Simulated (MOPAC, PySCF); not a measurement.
Ligands exchanged one at a time, Si SiH3-C2H5. All species are isolated molecules in the gas phase. One relaxed conformer stands for each flexible species; it need not be the lowest. Strings in code marks are SMILES.

Quantity: redistribution energy (mixed species minus the weighted end members), in kJ/mol. Semi-empirical values (MOPAC) are differences of heats of formation.

Level 1: PBE-D3(BJ)/def2-TZVP // PBE-D3(BJ)/def2-SVP (PySCF)
Level 2: B3LYP/LANL2DZ // PBE-D3(BJ)/def2-SVP (PySCF)
Level 3: PBE/6-31G* // PBE-D3(BJ)/def2-SVP (PySCF)
Level 4: PM3 // PBE-D3(BJ)/def2-SVP (MOPAC)

| species | level 1 | level 2 | level 3 | level 4 |
|---|---|---|---|---|
| 3 of 4 SiH3 replaced by C2H5: `CC[Si]([SiH3])(CC)CC` | 9.81 | 10.40 | 7.73 | 8.17 |
| 1 of 4 SiH3 replaced by C2H5: `[SiH3][Si]([SiH3])(CC)[SiH3]` (C–C–Si–Si torsion 60°) | 11.17 | 11.97 | 9.03 | 7.53 |
| 2 of 4 SiH3 replaced by C2H5: `CC[Si]([SiH3])([SiH3])CC` (C–C–Si–Si torsion -60°, Si–Si–C–C torsion 176°) | 14.42 | 15.28 | 11.48 | 10.60 |
